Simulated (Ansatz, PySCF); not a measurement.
System: sum formula BSiH3F2, net charge 0, singlet state. 
Coordinates optimised at B3LYP-D3(BJ)/def2-TZVP (Ansatz, a first-principles code):
```
Si
H 1 1.4797
H 1 1.4822 2 109.58
H 1 1.4825 2 109.48 3 -119.01
B 1 2.0346 2 111.07 4 -120.32
F 5 1.3238 1 122.80 2 2.52
F 5 1.3250 6 116.13 1 -179.85
```

PBE beside other levels, property by property. Correlated levels leave the core frozen unless marked. Open shells are spin-unrestricted. No spin-orbit coupling. Non-relativistic. CBS(X,Y): correlation extrapolated as X^-3; Hartree-Fock from the larger set (for Q and 5 zeta extrapolated as (X+1)exp(-9√X)). The bracket is a focal-point correction in the basis named. Rows marked 298 K are enthalpies with B3LYP-D3(BJ) harmonic zero-point and thermal terms from PySCF. Atomisation energies are electronic, to ground-state atoms; the column to compare with has the core term from cc-pwCVTZ added, other frozen-core levels have none. Vertical energies are electronic, to the SCF solution reached for that spin. Anions need diffuse functions, of which def2-TZVPD holds fewer than the aug- sets. The coupled-cluster column (Ansatz) is a level with limits of its own: (a) RI-MP2/CBS(aug-cc-pV(T+d)Z,aug-cc-pV(Q+d)Z)+[CCSD(T)-MP2]/aug-cc-pV(T+d)Z; (b) CCSD(T)/CBS(aug-cc-pV(T+d)Z,aug-cc-pV(Q+d)Z); (c) CCSD(T)/CBS(cc-pV(T+d)Z,cc-pV(Q+d)Z); (d) CCSD(T)/CBS(cc-pV(Q+d)Z,cc-pV(5+d)Z).

```json
[
 {"property": "B-Si bond dissociation enthalpy, 298 K, to F[B]F + [SiH3] (SiH3) (kcal/mol)", "SVWN5/def2-TZVPD (Ansatz)": "94.9", "wB97M-V/def2-TZVPD (Ansatz)": "89.4", "wB97X-V/def2-TZVPD (Ansatz)": "89.8", "coupled cluster": "88.0 (c)"},
 {"property": "H-Si bond dissociation enthalpy, 298 K, to FB(F)[SiH2] + H atom (kcal/mol)", "SVWN5/def2-TZVPD (Ansatz)": "89.9", "wB97M-V/def2-TZVPD (Ansatz)": "87.2", "wB97X-V/def2-TZVPD (Ansatz)": "87.6", "coupled cluster": "87.4 (b)"},
 {"property": "deprotonation enthalpy (H-Si bond), 298 K, to FB(F)[SiH2-] + H+ (kcal/mol)", "SVWN5/def2-TZVPD (Ansatz)": "342.8", "wB97M-V/def2-TZVPD (Ansatz)": "354.0", "wB97X-V/def2-TZVPD (Ansatz)": "360.0", "coupled cluster": "357.3 (b)"},
 {"property": "atomisation energy (kcal/mol)", "SVWN5/def2-TZVPD (Ansatz)": "696.5", "wB97M-V/def2-TZVPD (Ansatz)": "614.7", "wB97X-V/def2-TZVPD (Ansatz)": "616.4", "coupled cluster": "615.2 (d)"},
 {"property": "vertical ionisation energy to the doublet (eV)", "SVWN5/def2-TZVPD (Ansatz)": "11.35", "wB97M-V/def2-TZVPD (Ansatz)": "11.69", "wB97X-V/def2-TZVPD (Ansatz)": "11.68", "coupled cluster": "11.87 (a)"},
 {"property": "vertical triplet-singlet gap (eV)", "SVWN5/def2-TZVPD (Ansatz)": "5.10", "wB97M-V/def2-TZVPD (Ansatz)": "5.63", "wB97X-V/def2-TZVPD (Ansatz)": "5.54", "coupled cluster": "5.65 (a)"}
]
```

Problem. What does PBE/def2-TZVPD (Ansatz) give for each property, and on which side of coupled cluster does it fall?

Solution. 
- B-Si bond dissociation enthalpy, 298 K, to F[B]F + [SiH3] (SiH3): PBE lies 5.1 kcal/mol below coupled cluster; PBE gives 82.9 kcal/mol.
- H-Si bond dissociation enthalpy, 298 K, to FB(F)[SiH2] + H atom: PBE lies 6.6 kcal/mol below coupled cluster; PBE gives 80.8 kcal/mol.
- deprotonation enthalpy (H-Si bond), 298 K, to FB(F)[SiH2-] + H+: PBE lies 5.6 kcal/mol below coupled cluster; PBE gives 351.7 kcal/mol.
- atomisation energy: PBE lies 2.3 kcal/mol above coupled cluster; PBE gives 617.5 kcal/mol.
- vertical ionisation energy to the doublet: PBE lies 0.69 eV below coupled cluster; PBE gives 11.18 eV.
- vertical triplet-singlet gap: PBE lies 0.67 eV below coupled cluster; PBE gives 4.98 eV.
